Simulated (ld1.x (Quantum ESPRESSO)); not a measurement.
potassium: what ld1.x (Quantum ESPRESSO) 7.5 does with a changed input

Command:

```bash
ld1.x < K.in > K.out
```

Input:

```
&input
   title='K', zed=19., rel=1, dft='PZ', iswitch=3,
   config='[Ar] 3d1 4s0 4p0 4f-2',
   nld=4, rlderiv=4.95, eminld=-2.0, emaxld=5.0, deld=0.02
 /
 &inputp
   pseudotype=3, tm=.true., lloc=-2, rcloc=3.15,
   nlcc=.true., rcore=1.85,
   which_augfun='PSQ', rmatch_augfun_nc=.true.,
   file_wfcaegen='ae.wfc', file_wfcncgen='nc.wfc', file_beta='beta', file_chi='chi', file_wfcusgen='us.wfc'
 /
8
4S  1  0   0.00   0.00  2.90  4.05  0.0
4S  1  0   0.00   0.25  2.90  4.05  0.0
4P  2  1   0.00   0.00  3.20  3.50  0.0
4P  2  1   0.00   1.60  3.20  3.50  0.0
3D  3  2   1.00   0.00  4.25  4.55  0.0
3D  3  2   0.00   0.55  4.25  4.55  0.0
4F  4  3  -2.00   0.05  3.35  3.70  0.0
4F  4  3  -2.00   0.40  3.35  3.70  0.0
 &test
   configts(1)='3d1 4s0 4p0'
 /
```

This is an input that runs to its end, with one change: file_pseudopw left out.

How does the run end?

The program runs through. The occupied levels of the test differ from the all-electron ones by at most 0.00000 Ry (unchanged input: 0.00000 Ry). No file is written.

```

       Zero norm: self consistency problem; state:  3 (l=  1, j=0.0)
     Computing logarithmic derivative in   4.94972
     Computing the partial wave expansion
     R is outside the sphere for l=    0 j= 0.00
     R is outside the sphere for l=    0 j= 0.00
     R is outside the sphere for l=    1 j= 0.00
     R is outside the sphere for l=    1 j= 0.00
     R is outside the sphere for l=    2 j= 0.00
     R is outside the sphere for l=    2 j= 0.00
     R is outside the sphere for l=    3 j= 0.00
     R is outside the sphere for l=    3 j= 0.00

     ---------------------- Testing the pseudopotential ----------------------

     K
     scalar relativistic calculation

     atomic number is 19.00   valence charge is  1.00
     dft =PZ   lsd =0 sic =0 latt =0  beta=0.20 tr2=1.0E-14
     mesh =1165 r(mesh) = 100.03909 xmin = -7.00 dx = 0.01250

     n l     nl             e AE (Ry)        e PS (Ry)    De AE-PS (Ry)
     3 2     3D   1( 1.00)       -0.04602       -0.04602       -0.00000
     1 0     4S   1( 0.00)       -0.23090       -0.23090        0.00000
     2 1     4P   1( 0.00)       -0.10921       -0.10921        0.00000

     eps = 9.2E-17  iter =  3

     Etot =   -1200.927642 Ry,    -600.463821 Ha,  -16339.452954 eV
     Etotps =    -4.825531 Ry,      -2.412765 Ha,     -65.654688 eV

     Ekin =       0.201401 Ry,       0.100701 Ha,       2.740202 eV
     Encl =      -0.331829 Ry,      -0.165915 Ha,      -4.514768 eV
     Ehrt =       0.118025 Ry,       0.059012 Ha,       1.605806 eV
     Ecxc =      -4.896410 Ry,      -2.448205 Ha,     -66.619049 eV
     (Ecc =      -4.684869 Ry,      -2.342434 Ha,     -63.740885 eV)
     Epseu=       0.083283 Ry,       0.041641 Ha,       1.133121 eV

     ---------------------- End of pseudopotential test ----------------------
```
